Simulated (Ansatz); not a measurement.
`[OH][GeH]([SiH3])[SiH3]`, relaxed with RKS PBE0-D4/def2-TZVP in Ansatz from a PBE-D4/def2-SVP geometry. The force threshold is 0.005 eV/Å; the program also tests the step.

Total charge 0; spin multiplicity 1.

Start:

```xyz
12

O     1.298    1.785    0.041
Ge    0.756    0.052    0.152
Si   -0.798    0.051    1.972
Si   -0.268   -0.642   -1.913
H     1.924    1.901   -0.698
H     1.986   -0.864    0.464
H    -1.298   -1.357    2.166
H    -1.967    0.938    1.646
H    -0.149    0.520    3.244
H     0.698   -0.531   -3.064
H    -1.464    0.223   -2.205
H    -0.718   -2.076   -1.805
```

```tsv
step	energy (eV)	largest force (eV/Å)	largest move (Å)
1	-74436.8822	0.583	0.000
2	-74436.9124	0.201	0.051
3	-74436.9158	0.138	0.068
4	-74436.9167	0.099	0.026
5	-74436.9181	0.033	0.025
6	-74436.9185	0.013	0.033
7	-74436.9187	0.025	0.027
8	-74436.9187	0.021	0.009
9	-74436.9187	0.006	0.010
10	-74436.9187	0.013	0.009
11	-74436.9188	0.009	0.003
12	-74436.9188	0.001	0.003
13	-74436.9188	0.001	0.005
```

End:

```xyz
12

O     1.272    1.745    0.006
Ge    0.718    0.039    0.147
Si   -0.802    0.066    1.980
Si   -0.271   -0.646   -1.922
H     1.964    1.849   -0.651
H     1.947   -0.855    0.452
H    -1.318   -1.314    2.187
H    -1.943    0.966    1.671
H    -0.124    0.526    3.219
H     0.687   -0.432   -3.040
H    -1.502    0.144   -2.187
H    -0.625   -2.090   -1.862
```

Hardware: 4 threads of an Intel Xeon on a shared host. Wall time 40 s, peak host memory 0.65 GiB.
